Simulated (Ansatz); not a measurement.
Born–Oppenheimer molecular dynamics of BClH₄O₂ (8 atoms, charge 0, multiplicity 1). It starts at the highest image of a converged band. Of that band: Neighbouring images differ by up to 1.4 eV, so the band resolves the path poorly. A vibrational analysis at the climbing image gives one clearly imaginary mode, 892i cm⁻¹: a first-order saddle point.

All numbers below come from Ansatz 0.2.0, RKS PBE0-D4/6-31G*.

| Item | Value |
| --- | --- |
| ensemble | NVE (velocity Verlet) |
| time step | 0.5 fs |
| steps asked | 200 |
| starting velocities drawn for | 100 K |
| seed | 11863 |

First frame:

```xyz
8
Properties=species:S:1:pos:R:3
B -0.097 -0.224 -0.115
H 1.132 -0.779 -0.103
O -0.407 0.489 -1.226
O -0.896 -1.120 0.503
H 1.212 -0.078 0.523
Cl 0.764 1.299 1.352
H 0.118 1.292 -1.329
H -1.826 -0.880 0.396
```

**Question.** How far do the bonds stretch over the last three quarters of this one trajectory? (Pairs bonded in most of those frames.)

**Answer.** 
```csv
bond,mean (Å),spread (Å),shortest,longest
B1–O3,1.366,0.043,1.28,1.46
B1–O4,1.362,0.031,1.29,1.41
B1–Cl6,1.850,0.152,1.66,2.22
H2–H5,0.750,0.020,0.72,0.79
O3–H7,0.967,0.006,0.95,0.98
O4–H8,0.969,0.009,0.95,0.99
```

Mean temperature of the second half: 1716 K. The conserved energy stayed within 0.093 meV per atom of its start (net change -0.029 meV per atom), so the integration is sound. The system heated up, since it started high on the potential surface and ran downhill. A run of 0.1 ps of so small a system gives no equilibrium averages. The orbitals stay closed-shell, which can raise the energy where a bond breaks towards radicals; this wasn't checked here.

Run time: 13 min on 1 thread of Intel(R) Xeon(R) Processor @ 2.70GHz, on a shared host, peak memory 0.14 GiB.
